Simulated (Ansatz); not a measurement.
Consider the cleavage of the Si–Ge bond: `F[C@@H]1[O][Ge@H]1[SiH3]` + `N[SiH2]S` → `N[SiH2]S[SiH3]` + `F[CH]1[O][GeH2]1`.

Calculated with Ansatz (gas phase, PBE0-D4/def2-TZVP geometries, no zero-point term in ΔE). CCSD(T)/CBS adds triple-zeta CCSD(T) − MP2 to the extrapolated MP2 energy (def2 sets, frozen cores). DFT in def2-TZVPP. B3LYP here is the variant with VWN-RPA as its local correlation; programs differ in this. For Ge outer-core shells are correlated without core-valence functions, which leaves a few kJ/mol of doubt a bond. Scalar relativity is left out up to krypton. One conformer a species, not always the lowest.

(1) Is it downhill or uphill in electronic energy at CCSD(T)/CBS, and by how much? (An estimate is asked.)

(2) What do these levels give: PBE-D4, PBE0-D4, B3LYP-D4, PBE, PBE0, B3LYP, MP2/def2-TZVPP, SCS-MP2/def2-TZVPP, CCSD(T)/def2-TZVPP, SCS-MP2/def2-QZVPP, HF/CBS(def2), CCSD/CBS(def2)? (Best estimate.)

Largest T1 diagnostic among the species: 0.016.

Answers

(1) Computed: Downhill: ΔE = -0.37 eV.

(2) Ansatz gave: PBE-D4 -0.29, PBE0-D4 -0.34, B3LYP-D4 -0.33, PBE -0.27, PBE0 -0.32, B3LYP -0.29, MP2/def2-TZVPP -0.43, SCS-MP2/def2-TZVPP -0.41, CCSD(T)/def2-TZVPP -0.36, SCS-MP2/def2-QZVPP -0.43, HF/CBS(def2) -0.44, CCSD/CBS(def2) -0.37 eV.

From PBE to PBE0 (25 % exact exchange), in def2-TZVPP and without D4, ΔE moves by −0.05 eV. The D4 term adds −0.04 eV with B3LYP and −0.02 eV with PBE0; it sums over pairs of atoms, weighted by their polarisabilities, and B3LYP, whose exchange is more repulsive, gets the larger term.
